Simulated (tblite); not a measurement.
CH₄B₂F₃P.
Bonds: F1–B2, B2–F3, B2–C4, C4–B5, B5–F6, B5–P7. Hydrogens: H8, H9 on C4; H10, H11 on P7.

Computed with GFN2-xTB (tblite), gas phase: L-BFGS steps from a force-field or distance-geometry start until the largest atomic force falls under 0.01 eV/Å.

Step 22: E = -639.1477 eV
```
atom  x, y, z in Å  |  force x, y, z in eV/Å
F1     -0.7391   -1.9151   -0.6610   -0.007  -0.044   0.033
B2     -1.4449   -0.9605   -0.0873   -0.016   0.011  -0.009
F3     -2.5576   -1.3753    0.4770   -0.012  -0.032   0.053
C4     -0.9742    0.5351   -0.1141   -0.006   0.093  -0.070
B5      0.5648    0.7821    0.1507    0.096  -0.099   0.076
F6      0.8998    1.8568    0.8379    0.028   0.043  -0.045
P7      1.9676   -0.3727   -0.5209    0.010   0.111   0.049
H8     -1.1205    0.8695   -1.1450   -0.005   0.013  -0.149
H9     -1.5892    1.1926    0.4953   -0.098  -0.037   0.110
H10     2.9876    0.4858   -0.1286    0.013  -0.081   0.071
H11     2.0112   -1.0955    0.6699   -0.002   0.022  -0.118
```

Step 23: E = -639.1514 eV
```
atom  x, y, z in Å  |  force x, y, z in eV/Å
F1     -0.7459   -1.9209   -0.6590    0.029  -0.061   0.012
B2     -1.4425   -0.9618   -0.0838    0.002   0.065   0.004
F3     -2.5551   -1.3699    0.4828   -0.060  -0.043   0.079
C4     -0.9677    0.5342   -0.1155   -0.088   0.016  -0.093
B5      0.5681    0.7867    0.1431    0.062  -0.110   0.087
F6      0.8897    1.8608    0.8345    0.089   0.124  -0.002
P7      1.9714   -0.3566   -0.5255    0.088   0.056   0.024
H8     -1.1277    0.8579   -1.1476    0.004   0.041  -0.148
H9     -1.5768    1.1933    0.4979   -0.118  -0.036   0.097
H10     2.9934    0.4839   -0.1022    0.009  -0.067   0.060
H11     1.9984   -1.1048    0.6493   -0.016   0.016  -0.119
```

Question: Estimate the geometry and energy of step 24. (The exact step hangs on the optimiser's Hessian estimate; all steps are aligned on step 23, rigid shifts and turns removed.)

Answer: E = -639.1557 eV, largest force 0.219 eV/Å
```
atom  x, y, z in Å  |  force x, y, z in eV/Å
F1     -0.7532   -1.9286   -0.6558    0.048  -0.052   0.004
B2     -1.4400   -0.9629   -0.0804    0.008   0.093   0.014
F3     -2.5525   -1.3639    0.4909   -0.076  -0.043   0.091
C4     -0.9619    0.5341   -0.1193   -0.148  -0.063  -0.091
B5      0.5726    0.7908    0.1369   -0.017  -0.070   0.092
F6      0.8790    1.8674    0.8302    0.139   0.167   0.025
P7      1.9770   -0.3374   -0.5299    0.156  -0.014  -0.016
H8     -1.1358    0.8466   -1.1535    0.017   0.072  -0.103
H9     -1.5652    1.1926    0.5027   -0.116  -0.050   0.039
H10     3.0004    0.4796   -0.0713    0.017  -0.036   0.056
H11     1.9849   -1.1156    0.6235   -0.029  -0.005  -0.110
```

The energy changes by -0.0043 eV. The first-order estimate −F·Δx gives -0.0058 eV and the mean of the old and new forces, exact on a quadratic surface, -0.0043 eV. The step makes an angle of 76° with the force vector and moves no atom by more than 0.032 Å.

The cost below is that of the whole relaxation. The run took 1.7 s of wall time on an Intel Xeon at 2.50 GHz with one thread, no GPU, shared host with 64 logical CPUs at a one-minute load of 63.
